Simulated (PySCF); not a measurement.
1-(chloromethyl)-1-methylcyclopropane (C₅H₉Cl), SMILES CC1(CCl)CC1. Coordinates come from a PBE0-D3(BJ)/def2-SVP optimisation. The values are those of a single conformer.

Level of theory: PySCF with PBE0-D3(BJ)/def2-SVP.

Harmonic wavenumbers (cm⁻¹): 99, 193, 228, 320, 352, 368, 451, 732, 762, 781, 891, 894, 941, 965, 979, 1033, 1070, 1081, 1114, 1170, 1180, 1279, 1348, 1369, 1414, 1434, 1450, 1464, 1476, 1513, 3051, 3097, 3143, 3145, 3152, 3161, 3171, 3239, 3250. Rotational constants (GHz): 5.128, 1.808, 1.623; symmetry number 1.

Task: Work out the zero-point energy and the ideal-gas rigid-rotor harmonic-oscillator thermochemistry at 298.15 K and 1 atm.

Result: ZPE = ½ Σ hcν = ½ × 56761 cm⁻¹ = 339.51 kJ/mol. H − E(el) = 359.70 kJ/mol. Entropy in J/(mol K): translation 166.74, rotation 114.89, vibration 57.75, total 339.38. G − E(el) = 258.51 kJ/mol. Cp = 111.64 J/(mol K). Modes under 150 cm⁻¹ make the vibrational entropy uncertain.
